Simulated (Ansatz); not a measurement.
Reaction (substitution at a C–Si bond): `BC(=C)[SiH2]C` + `NCF` → `BC(=C)NCF` + `C[SiH3]`

Gas-phase electronic energies from Ansatz, PBE0-D4/def2-TZVP geometries. CCSD(T)/CBS adds triple-zeta CCSD(T) − MP2 to the extrapolated MP2 energy (def2 sets, frozen cores). This one scheme is used for every species. Each species was taken in one conformer, which may not be the lowest.

| species | CCSD(T)/CBS(def2) energy (Eh) |
| --- | --- |
| `BC(=C)[SiH2]C` | -433.41862 |
| `NCF` | -194.94856 |
| `BC(=C)NCF` | -297.61385 |
| `C[SiH3]` | -330.73916 |

(1) Work out ΔE.

Largest T1 diagnostic among the species: 0.012.

## Answers

(1) ΔE = (-297.61385) + (-330.73916) − (-433.41862) − (-194.94856) = 0.01417 Eh = +37.2 kJ/mol.

At CCSD(T), def2-SVP lies −17.2 kJ/mol from the extrapolated value and def2-TZVPP −1.8 kJ/mol. From BLYP to BHLYP (50 % exact exchange), in def2-TZVPP and without D4, ΔE moves by +7.5 kJ/mol. Leaving LDA and LC-ωPBE aside and taking each functional with its dispersion term where it has one, the values, not all of them listed here, spread over 11.2 kJ/mol, from PBE-D4 to BHLYP-D4. LDA lies −15.7 kJ/mol from PBE without D4.
